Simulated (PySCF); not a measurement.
Cl2Se, SMILES Cl[Se]Cl (connectivity only; charge and spin as stated), charge -1, multiplicity 2.

Coordinates come from a B3LYP-D3(BJ)/def2-SVPD optimisation. The multiplicity is an assumed one; other spin states were not compared. The isomer is the one that the SMILES or the coordinates give; other isomers of the formula were not compared.

All values below come from CAM-B3LYP/def2-TZVPD (PySCF).

total energy: -3322.22964 hartree
point group: C2v
α spin, highest occupied and lowest empty level: -3.54 and 3.34 eV
β spin, highest occupied and lowest empty level: -3.31 and 1.27 eV
dipole moment about the centre of nuclear charge: 0.087 e·Å
mean static polarisability: 90.6 bohr³ (13.43 Å³)
polarisability, principal values: 57.6, 61.0, 153.2 bohr³
⟨S²⟩: 0.754 (pure state 0.75)
